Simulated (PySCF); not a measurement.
CH3BFI, SMILES CB(F)I. Geometry: B3LYP-D3(BJ)/def2-SVP. The def2 effective core potentials stand for the cores of I; spin–orbit coupling is left out.

Computed equilibrium geometry at B3LYP-D3(BJ)/def2-SVP (PySCF confirms it by a frequency run) as bond lengths and angles:
Atoms: B1 F2 I3 C4 H5 H6 H7. Bond lengths (Å): B1–F2 1.319, B1–I3 2.167, B1–C4 1.558, C4–H5 1.100, C4–H6 1.106, C4–H7 1.101. Bond angles (°): F2–B1–I3 116.2, F2–B1–C4 122.1, I3–B1–C4 121.6, B1–C4–H5 112.4, B1–C4–H6 108.1, B1–C4–H7 111.8, H5–C4–H6 106.4, H5–C4–H7 110.0, H6–C4–H7 107.9.
